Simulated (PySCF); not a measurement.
AlFBr2, SMILES [F][Al]([Br])[Br]. Atoms are numbered in the order given.

```xyz
4

Al     0.0000     0.0000    -0.6574
F      0.0000     0.0000    -2.3129
Br     0.0000     1.9555     0.4195
Br     0.0000    -1.9555     0.4195
```
Charge 0, spin multiplicity 1.

Coordinates come from a B3LYP-D3(BJ)/def2-SVP optimisation. The structure was generated by enumeration; whether it is a known compound was not checked.

Calculation: r2SCAN/def2-TZVPD run with PySCF.

Symmetry labels are those of the subgroup C2v that the program uses (full group C2v).

Question: List the valence orbital energies around the gap with their symmetry. (An estimate is asked for; the answer gives what the named calculation found.)

Answer: 
```csv
orbital,symmetry,energy (eV)
HOMO−7,B2,-10.69
HOMO−6,B1,-10.64
HOMO−5,A1,-10.62
HOMO−4,B2,-9.49
HOMO−3,B1,-8.60
HOMO−2,A1,-8.46
HOMO−1,A2,-8.26
HOMO,B2,-7.98
LUMO,A1,-2.09
LUMO+1,B1,-1.60
LUMO+2,A1,0.58
LUMO+3,A1,0.60
```
